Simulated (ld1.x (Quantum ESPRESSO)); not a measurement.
Which change was made? (Ge, TM)

* Element: Ge
* Generator: ld1.x (Quantum ESPRESSO) 7.5
* Type: norm-conserving Troullier–Martins (Kleinman–Bylander form)
* Functional: LDA (PZ)
* Relativity: scalar-relativistic
* Frozen core: [Ar] 3d10
* Valence charge: 4
* Reference configuration: 4s1.75 4p2.25
* Partial waves: 4s (bound): rc 1.90 bohr; 4p (bound): rc 1.65 bohr
* Local potential: all-electron potential smoothed inside 1.40 bohr (lloc = -1)
* Core correction: Bessel-smoothed model core, default radius (core density twice the valence density)

Cutoffs, loose and tight: the cutoffs (Ry, on a coarse ladder) from which the occupation-weighted sum of valence levels, in a spherical-Bessel basis at the reference potential, stays within 10 and 1 mRy of its value at 400 Ry. They do not see the model core or the augmentation charge, which bear on the density cutoff. Test errors are all-electron minus pseudo excitation energies from the reference, over the configurations 4s2 4p2; 4s2 4p1; 4s2 4p0; 4s1 4p3; 4s1 4p0; 4s0 4p4; 4s2 4p2.3 (two spin-polarised tests are not counted in the largest error); variants that change the core or the reference have their own tests. The largest error is taken over the tests solved by every variant that gives reliable tests at all, those not shown here included: 4s0 4p4; 4s1 4p3; 4s2 4p0; 4s2 4p1; 4s2 4p2; 4s2 4p2.3.

The base gives: outcome: generated; cutoff, loose: 18 Ry; cutoff, tight: 40 Ry; bound ghosts: none; largest test error (meV): -30.

Problem. After one change the result is: outcome: generated; cutoff, loose: 140 Ry; cutoff, tight: 200 Ry; bound ghosts: s; largest test error (meV): -53. Which change was it?
A. all radii but the core radius scaled by about 1.18 (s 2.24, p 1.94 bohr); local potential all-electron potential smoothed inside 1.64 bohr (lloc = -1)
B. all radii but the core radius scaled by about 0.75 (s 1.44, p 1.24 bohr); local potential all-electron potential smoothed inside 1.06 bohr (lloc = -1)
C. all radii but the core radius scaled by about 1.37 (s 2.60, p 2.26 bohr); local potential all-electron potential smoothed inside 1.92 bohr (lloc = -1)

Solution. B. The others give: all radii but the core radius scaled by about 1.37 (s 2.60, p 2.26 bohr); local potential all-electron potential smoothed inside 1.92 bohr (lloc = -1) → outcome: generated; cutoff, loose: 10 Ry; cutoff, tight: 21 Ry; bound ghosts: none; largest test error (meV): -136 | all radii but the core radius scaled by about 1.18 (s 2.24, p 1.94 bohr); local potential all-electron potential smoothed inside 1.64 bohr (lloc = -1) → outcome: generated; cutoff, loose: 15 Ry; cutoff, tight: 30 Ry; bound ghosts: none; largest test error (meV): -70.
